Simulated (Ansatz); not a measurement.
Molecule: C3HFNS (charge -1, singlet). It need not be the lowest isomer of its formula. Whether it binds its extra electron was not tested at this geometry. 
Geometry from a B3LYP-D3(BJ)/def2-TZVP (Ansatz, a program for electronic structure) optimisation:
SMILES: Fc1n[c-]cs1
```xyz
7

F      2.0819     0.1083     0.0874
C      0.7440    -0.1423     0.1253
N      0.2568    -1.1975     0.6405
C     -1.1694    -1.2497     0.5691
C     -1.6442    -0.1331    -0.0443
S     -0.3410     1.0249    -0.5565
H     -2.6606     0.1593    -0.2665
```
Charge -1, spin multiplicity 1.

Total electronic energies in hartree. Cores are frozen in the correlated levels unless marked. No spin-orbit coupling. Non-relativistic. CBS(X,Y): correlation extrapolated as X^-3; Hartree-Fock from the larger set.

| level | program | energy (Eh) |
|---|---|---|
| HF/cc-pV(D+d)Z | Ansatz | -665.53162 |
| HF/cc-pwCVTZ | Ansatz | -665.63057 |
| PBE/def2-TZVPD | Ansatz | -667.33384 |
| r2SCAN/def2-TZVPD | Ansatz | -667.63029 |
| PBE0-D3(BJ)/def2-TZVP | Ansatz + dftd3 | -667.35633 |
| PBE0-D3(BJ)/def2-TZVPD | Ansatz + dftd3 | -667.36136 |
| BHLYP-D3(BJ)/def2-TZVPD | Ansatz + dftd3 | -667.64111 |
| r2SCAN0/def2-TZVPD | Ansatz | -667.57873 |
| LC-wPBE/def2-TZVPD | Ansatz | -667.48208 |
| B2GP-PLYP-D3(BJ)/def2-TZVPD | Ansatz + dftd3 | -667.37848 |
| MP2/cc-pwCVTZ | Ansatz | -666.74644 |
| RI-MP2/aug-cc-pV(Q+d)Z | Ansatz | -666.85057 |
| SCS-MP2/cc-pVTZ | Ansatz | -666.68759 |
| CCSD/CBS(aug-cc-pV(T+d)Z,aug-cc-pV(Q+d)Z) | Ansatz | -666.8889 |
| CCSD(T)/CBS(aug-cc-pV(T+d)Z,aug-cc-pV(Q+d)Z) | Ansatz | -666.9606 |

Totals of different functionals don't rank their quality; only differences between species are comparable.
